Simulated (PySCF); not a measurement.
Cr⁺: ionisation energy

Cr⁺ [Ar] 3d5 [3d3/2^4 3d5/2^1, M_J = 5/2] → Cr²⁺ [Ar] 3d4 [3d3/2^4, M_J = 0], as a difference of total energies. Calculation: PySCF 2.14, in x2c-QZVPPall-2c; the two-component X2C-1e Hamiltonian. Correlated levels: [Ne] frozen; the 8 highest virtual spinors dropped. "Screened" scales the spin-orbit matrix elements by Boettger's factors to mimic the two-electron term; Breit and QED terms are absent.

```
                    method  ionisation energy (eV)
           GHF (spin-free)                  15.082
          GMP2 (spin-free)                  16.677
 GHF (screened spin-orbit)                  15.049
GMP2 (screened spin-orbit)                  16.643
```

How much does correlation contribute at GMP2 (screened spin-orbit)?

16.643 − (15.049) = 1.594 eV, measured against GHF (screened spin-orbit).

Errors of the correlated levels include the incompleteness of this basis and the frozen core.

The labels give the starting determinants; with spin-orbit coupling the two ends relaxed to ⟨J²⟩ = 8.75, ⟨L²⟩ = 0.00, ⟨S²⟩ = 8.75 and ⟨J²⟩ = 3.94, ⟨L²⟩ = 6.00, ⟨S²⟩ = 6.00.

The determinant of Cr²⁺ mixes levels of different J (the jj label is only the starting occupation), so the difference between spin-free and spin-orbit rows is not the physical spin-orbit shift.

For comparison: 16.486 eV (measured; NIST Atomic Spectra Database, ionization energies).
